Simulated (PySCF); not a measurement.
Para-tolunitrile, C8H7N.
Numbering: `[CH3:1][c:2]1[cH:3][cH:4][c:5]([C:6]#[N:7])[cH:8][cH:9]1`

Structure used (GFN2-xTB), in Å, numbered top down from 1:
```
atom  x, y, z in Å
C1     2.5043    0.0656   -0.2810
C2     1.0167    0.0330   -0.1251
C3     0.2828   -1.0630   -0.5688
C4    -1.0878   -1.1095   -0.4152
C5    -1.7517   -0.0440    0.1933
C6    -3.1552   -0.0819    0.3514
N7    -4.2942   -0.1141    0.4810
C8    -1.0259    1.0577    0.6468
C9     0.3443    1.0877    0.4850
H10    2.8164   -0.5038   -1.1532
H11    2.8640    1.0872   -0.3768
H12    2.9778   -0.3765    0.5962
H13    0.7941   -1.8897   -1.0402
H14   -1.6533   -1.9617   -0.7622
H15   -1.5434    1.8792    1.1203
H16    0.9035    1.9426    0.8373
```

NICS is the negative of the GIAO shielding at a point without a nucleus: at the ring centre (0) and 1 Å above and below it (1); zz is the component along the ring normal. Level: GIAO PBE0/pcSseg-1 (PySCF, non-relativistic, gas phase) on the GFN2-xTB geometry, one conformer.

Ring bond lengths (Å), with Mayer bond orders in brackets: C2–C3 1.392 (1.39), C3–C4 1.380 (1.46), C4–C5 1.395 (1.36), C5–C8 1.395 (1.36), C8–C9 1.380 (1.46), C9–C2 1.392 (1.39).

Q: What do the NICS probes read (ppm)?

A: 
```
             ring                                              type  NICS(0)  NICS(1), two faces  NICS(1)zz, two faces  rms pucker (Å)  centre to ring atoms, mean (Å)
C2–C3–C4–C5–C8–C9  6-membered carbocycle; formal bonds all aromatic     -8.8       -11.2 / -11.2         -27.4 / -27.2            0.00                            1.39
```

Q: What do they say, and how far can they be read as aromaticity?

A: 
- C2–C3–C4–C5–C8–C9: mean NICS(1)zz -27.3 ppm, shielded, aromatic by this magnetic criterion (flat ring, no four-coordinate atom).

Q: What does the geometric index give? HOMA = 1 − mean of α(R − Ropt)² over the ring bonds, with Krygowski's 1993 parameters (CC: Ropt 1.388 Å, α 257.7 Å⁻²).

A: 
- C2–C3–C4–C5–C8–C9: HOMA 0.99 = 1 − EN − GEO, with mean bond length 1.389 Å, EN = α(Ropt − mean)² = 0.000 and GEO = α × variance = 0.011. The geometric and the magnetic index point the same way.

Q: At the first NICS(1) probe listed for ring C2–C3–C4–C5–C8–C9, 1 Å off the ring, how large is the induced field along the normal in 9.4 T applied along it?

A: NICSzz × B0 = -27.4 ppm × 9.4 T = -258 μT, against the applied field.

Q: List the ring angles and the Hirshfeld charges of the ring atoms.

A: 
- C2–C3–C4–C5–C8–C9: C2 118.8° (+0.025 e), C3 121.0° (-0.045 e), C4 119.7° (-0.030 e), C5 119.8° (+0.003 e), C8 119.7° (-0.030 e), C9 121.0° (-0.045 e); sum 720.0° against 720° for a flat convex ring.

Q: What are the shieldings of the ring atoms and their hydrogens in the same run (means over atoms taken as equivalent)?

A: 
```json
{"atoms": "C2", "environment": "substituted aromatic carbon", "σ isotropic (ppm)": "38.1"}
{"atoms": "C3 (×2)", "environment": "aromatic CH carbon", "σ isotropic (ppm)": "52.1"}
{"atoms": "C4 (×2)", "environment": "aromatic CH carbon", "σ isotropic (ppm)": "46.9"}
{"atoms": "C5", "environment": "substituted aromatic carbon", "σ isotropic (ppm)": "72.4"}
{"atoms": "H13 (×2)", "environment": "aromatic hydrogen", "σ isotropic (ppm)": "24.14"}
{"atoms": "H14 (×2)", "environment": "aromatic hydrogen", "σ isotropic (ppm)": "23.82"}
```
